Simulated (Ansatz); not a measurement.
System: C5H11N (charge 0, singlet). 
Coordinates optimised at B3LYP-D3(BJ)/def2-TZVP (Ansatz, a program for electronic structure):
```
C
H 1 1.1028
N 1 1.4606 2 112.56
H 3 1.0139 1 110.66 2 59.10
H 3 1.0139 4 106.82 1 120.53
C 1 1.5293 2 108.16 3 124.89
H 6 1.0919 1 113.02 2 -49.23
H 6 1.0932 7 107.62 1 118.88
C 1 1.5293 2 108.16 3 -124.89
H 9 1.0919 1 113.02 2 49.23
H 9 1.0932 10 107.62 1 -118.88
C 9 1.5393 10 112.92 11 -122.82
H 12 1.0900 9 111.57 10 89.86
H 12 1.0912 13 106.67 9 120.92
C 6 1.5393 7 112.92 8 122.82
H 15 1.0900 6 111.57 7 -89.86
H 15 1.0912 16 106.67 6 -120.92
```

Total electronic energies in hartree. Cores are frozen in the correlated levels unless marked. No spin-orbit coupling. No relativistic terms. CBS marks a two-point X^-3 extrapolation of the correlation energy; Hartree-Fock from the larger set.

```
level                                program  energy (Eh)
----------------------------  --------------  -----------
HF/cc-pwCVTZ                          Ansatz   -250.27795
RI-HF/cc-pVQZ                         Ansatz   -250.29286
PBE-D3(BJ)/def2-TZVPD         Ansatz + dftd3   -251.66604
BLYP-D4/def2-TZVPD            Ansatz + dftd4   -251.88370
revPBE/def2-TZVPD                     Ansatz   -251.91506
r2SCAN/def2-TZVPD                     Ansatz   -251.84040
r2SCAN-D4/def2-TZVPD          Ansatz + dftd4   -251.84387
PBE0/6-31G*                           Ansatz          [?]
PBE0-D4/def2-TZVPD            Ansatz + dftd4   -251.70472
BHLYP/def2-TZVPD                      Ansatz          [?]
r2SCANh/def2-TZVPD                    Ansatz   -251.83216
r2SCAN0/def2-TZVPD                    Ansatz   -251.82095
LC-wPBE-D3(BJ)/def2-TZVPD     Ansatz + dftd3   -251.86157
LC-wPBE/def2-TZVPD                    Ansatz   -251.84890
B2PLYP/def2-TZVPD                     Ansatz   -251.75511
MP2/aug-cc-pVTZ                       Ansatz   -251.37503
RI-MP2/CBS(cc-pVTZ,cc-pVQZ)           Ansatz    -251.4879
SCS-MP2/6-31G                         Ansatz   -250.64476
SCS-MP2/cc-pVQZ                       Ansatz   -251.44429
CCSD/aug-cc-pVDZ                      Ansatz   -251.20687
CCSD/cc-pVDZ                          Ansatz   -251.15707
CCSD(T)/STO-3G                        Ansatz   -247.59472
CCSD(T)/CBS(cc-pVTZ,cc-pVQZ)          Ansatz    -251.5738
```

Task: Fill in the missing entries.

Result: 
- PBE0/6-31G*, energy (Eh): -251.59711
- BHLYP/def2-TZVPD, energy (Eh): -251.83539
